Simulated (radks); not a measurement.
Task: All-electron atom: As4+ in [Ar] 3d10 4s1. Calculated with a radial shooting solver on a logarithmic mesh with Libxc functionals: scalar-relativistic Kohn-Sham, LDA (Slater exchange, VWN5 correlation), spin-polarised, spherical densities, finite nucleus; open shells are filled with parallel spins first; Fermi nuclear charge, rms radius 4.0968 fm. Some entries of the table are withheld. Estimate them.

| orbital | occ. | eigenvalue (eV) | r(max) (bohr) | <r^2> (bohr^2) |
|---|---|---|---|---|
| 1s up | 1 | -11750.34 | 0.02978 | 0.002793 |
| 1s down | 1 | -11750.22 | 0.02978 | 0.002794 |
| 2s up | 1 | -1535.062 | 0.1703 | 0.04863 |
| 2s down | 1 | -1534.995 | 0.1703 | 0.04863 |
| 2p up | 3 | -1353.829 | 0.1363 | 0.03852 |
| 2p down | 3 | -1353.757 | 0.1363 | 0.03852 |
| 3s up | 1 | -239.9671 | 0.5221 | 0.4136 |
| 3s down | 1 | -239.8153 | 0.5221 | 0.4129 |
| 3p up | 3 | -183.8572 | 0.5208 | 0.4472 |
| 3p down | 3 | -183.6761 | 0.5208 | 0.4458 |
| 3d up | 5 | -91.0917 | 0.4745 | 0.5604 |
| 3d down | 5 | -90.7970 | 0.4741 | 0.5525 |
| 4s up | 1 | -58.1835 | 1.493 | 3.128 |
| 4s down | 0 | -56.3800 | 1.486 | 3.143 |
| 4p up | 0 | -45.6525 | 1.671 | 3.979 |
| 4p down | 0 | -43.8905 | 1.669 | 4.059 |
| 4d up | 0 | -28.0528 | (1) | (2) |
| 4d down | 0 | -26.7668 | (3) | (4) |
| 5s up | 0 | -24.7014 | (5) | 13.37 |
| 5s down | 0 | -24.2440 | (6) | 13.79 |
| 4f up | 0 | -16.1109 | 3.094 | 14.40 |
| 4f down | 0 | -15.5046 | 3.294 | 15.92 |

Result: 
(1) 4d up r(max) (bohr): 2.200
(2) 4d up <r^2> (bohr^2): 6.952
(3) 4d down r(max) (bohr): 2.256
(4) 4d down <r^2> (bohr^2): 7.409
(5) 5s up r(max) (bohr): 3.346
(6) 5s down r(max) (bohr): 3.395
